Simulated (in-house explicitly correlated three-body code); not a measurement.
Computed with an exponentially correlated three-body code. Model: two electrons around a point charge, non-relativistic, variational in 260 exponentially correlated functions (energies converged to about 1e-7 hartree, or 1e-8 relative for large Z).

Command:
```bash
python run_hyl.py task.json out
```
Settings (lengths in bohr, energies in hartree):
```
Z                      1
screening              0.25
interaction_strength   1
functions              260
states_tried           1
```

Time taken, with all properties: 5.5 s on 1 thread of Intel(R) Xeon(R) 6975P-C (Granite Rapids), on a shared host.

**Ground state only, binding against the one-electron ion.**

Given: nuclear charge 1; Yukawa screening of all interactions 0.25 1/bohr.

Computed: one-electron threshold -0.290919588 hartree.

```tsv
term	energy (hartree)	binding (eV)
1 1S	-0.310735819	0.53923
```

**Converged states only, values per electron or pair (inverse distances are <exp(-kr)/r>).**

| term | mean r (bohr) | mean r squared (bohr²) | mean inverse r (1/bohr) | mean r12 (bohr) | mean inverse r12 (1/bohr) | mean cosine | mean p1 dot p2 (bohr⁻²) | delta r1 (bohr⁻³) | delta r12 (bohr⁻³) |
| --- | --- | --- | --- | --- | --- | --- | --- | --- | --- |
| 1 1S | 2.9322 | 14.516 | 0.47271 | 4.7761 | 0.14004 | -0.085771 | 0.023862 | 0.15508 | 0.0023625 |
